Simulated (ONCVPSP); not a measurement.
## silicon, ONCV: configuration errors across variants

| Quantity | Value |
| --- | --- |
| Element | silicon |
| Generator | ONCVPSP 4.0.1 |
| Type | optimised norm-conserving Vanderbilt (ONCV) |
| Functional | Wu-Cohen |
| Relativity | non-relativistic |
| Frozen core | [Ne] |
| Valence charge | 4 |
| Reference configuration | 3s1.5 3p2.5 |
| Partial waves | 3s: rc 1.55 bohr, ncon 4, nbas 7, qcut 3.6 1/bohr, 2 projectors, debl 1.3 Ha; 3p: rc 1.80 bohr, ncon 3, nbas 6, qcut 5.2 1/bohr, 2 projectors, debl 0.6 Ha; d scattering state at 0.41 Ha: rc 1.55 bohr, ncon 5, nbas 10, qcut 5.9 1/bohr, 2 projectors, debl 0.4 Ha |
| Local potential | polynomial inside 1.45 bohr (lpopt 2, dvloc0 2 Ha) |
| Core correction | Teter function, fcfact 3, rcfact 1.45 |

All-electron excitation energies from the reference (eV): (1) 3s2 3p2 -3.356; (2) 3s2 3p1 4.372; (3) 3s2 3p0 20.375; (4) 3s1 3p2 11.733.

2 further variants failed, have other tests or another functional or relativity, and are left out.

Errors AE − PS in meV (a dash: test not solved or not reliable):

| change | (1) | (2) | (3) | (4) | bound ghosts | GHOST(+) flags above zero |
| --- | --- | --- | --- | --- | --- | --- |
| base | -0.9 | +0.9 | +11 | -1.7 | none | d |
| core correction Teter function, fcfact 4.8, rcfact 1.45 | -1.2 | +1.9 | +16 | -2.6 | none | d |
| local potential polynomial inside 1.45 bohr (lpopt 2, dvloc0 9.5 Ha) | -0.9 | +0.9 | +11 | -1.7 | none | s |
| p: debl 0.85 | -0.9 | +0.9 | +11 | -1.7 | none | d |

(1) Give the same row for: all radii but the core radius scaled by about 1.34 (s 2.08, p 2.42, d 2.08 bohr); local potential polynomial inside 1.94 bohr (lpopt 2, dvloc0 2 Ha).

Results:

(1) -1.7, +0.5, +12, -3.3; bound ghosts: none; GHOST(+) flags above zero: none.
